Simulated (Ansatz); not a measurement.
`C[Si](O)(O)[SiH3]` + `[OH][Ga]([Br])[Br]` → `[SiH3][O][Ga]([Br])[Br]` + `C[SiH](O)O`  (cleavage of the Si–Si bond)

Calculated with Ansatz (gas phase, PBE0-D4/def2-TZVP geometries, no zero-point term in ΔE). CCSD(T)/CBS is the MP2 limit (def2-TZVPP, def2-QZVPP) plus CCSD(T) − MP2 in def2-TZVPP, frozen cores. For Br, Ga outer-core shells are correlated without core-valence functions, which leaves a few kJ/mol of doubt a bond. Scalar relativity is left out up to krypton. Each species was taken in one conformer, which may not be the lowest.

```tsv
species	SCS-MP2/def2-QZVPP energy (Eh)
`C[Si](O)(O)[SiH3]`	-771.35361
`[OH][Ga]([Br])[Br]`	-7145.59744
`[SiH3][O][Ga]([Br])[Br]`	-7435.89453
`C[SiH](O)O`	-481.10553
```

Work out ΔE.

ΔE = (-7435.89453) + (-481.10553) − (-771.35361) − (-7145.59744) = -0.04901 Eh = -128.7 kJ/mol. CCSD(T)/CBS gives -115.1 kJ/mol.

Largest T1 diagnostic among the species: 0.012.

In def2-TZVPP, CCSD(T) changes the Hartree–Fock value by +27.7 kJ/mol (the triples alone add +4.0 kJ/mol) and MP2 by +19.9 kJ/mol. From PBE to PBE0 (25 % exact exchange), in def2-TZVPP and without D4, ΔE moves by −11.0 kJ/mol.
